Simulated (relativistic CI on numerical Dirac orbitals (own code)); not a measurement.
## Pr XVIII: q coefficients and field-shift factors

Calculated at this level of theory: Dirac-Coulomb-Breit CI, orbitals from a KLI potential per configuration, derivatives by finite differences, unscaled Slater integrals, QED left out (own radial code, finite nucleus).

Configuration list (outside the closed core [Ar] 3d10): 4s2.4p6.4d6, 4s2.4p5.4d7, 4s2.4p4.4d8, 4s.4p6.4d7, 4s2.4p6.4d5.5s, 4p6.4d8, 4s2.4p6.4d5.5p, 4s2.4p6.4d4.5s2. Levels of other configurations are missing.

With x = (α/α₀)² − 1 an excitation energy changes as ω = ω₀ + qx; K = 2q/ω₀ is the relative enhancement. Terms are leading LS components, so labels can repeat. The field-shift factor is F = δν/δ⟨r²⟩ for the transition from the lowest level.

Lowest level 4s2.4p6.4d6 5D_4.

```
           Level  ω₀ (cm⁻¹)  q (cm⁻¹)      K  F (GHz/fm²)
4s2.4p6.4d6 5D_2    13774.6     767.2  0.111       -0.115
4s2.4p6.4d6 5D_3    21343.8     28060   2.63        0.407
4s2.4p6.4d6 5D_0    27293.1     19170   1.41         0.27
4s2.4p6.4d6 5D_1    28688.3     29910   2.09        0.397
4s2.4p6.4d6 1G_4    41866.4     11480  0.549         0.25
4s2.4p6.4d6 3G_5    55228.5     20150   0.73        0.416
4s2.4p6.4d6 3H_6    56502.5     21530  0.762        0.474
4s2.4p6.4d6 5D_2    57570.0     42560   1.48        0.466
4s2.4p6.4d6 3F_3    63030.1     26300  0.835        0.386
4s2.4p6.4d6 3F_2    63740.3     28060   0.88        0.208
4s2.4p6.4d6 1S_0    75418.8     41470    1.1        0.669
4s2.4p6.4d6 3H_4    78819.8     47260    1.2        0.751
4s2.4p6.4d6 3D_1    81884.2     35120  0.858        0.516
4s2.4p6.4d6 3D_2    83026.6     33710  0.812        0.508
4s2.4p6.4d6 3G_4    84420.4     39590  0.938        0.678
4s2.4p6.4d6 3H_5    88773.6     54020   1.22        0.906
4s2.4p6.4d6 3D_3    90803.7     43580   0.96        0.688
4s2.4p6.4d6 3P_0    95084.4     14850  0.312        0.159
4s2.4p6.4d6 3G_3    95356.6     52960   1.11        0.791
4s2.4p6.4d6 1I_6   101133.8     51890   1.03        0.997
4s2.4p6.4d6 1F_3   102854.5     27500  0.535        0.476
4s2.4p6.4d6 3P_1   104616.9     73790   1.41        0.803
4s2.4p6.4d6 1D_2   113833.1     54100  0.951        0.499
```

At this charge energies of transitions that change n are usually good to better than 1 %, and those within a shell (Δn = 0) to a few per cent. Terms inside the open d or f shell come out 10 to 20 % too wide with unscaled integrals.
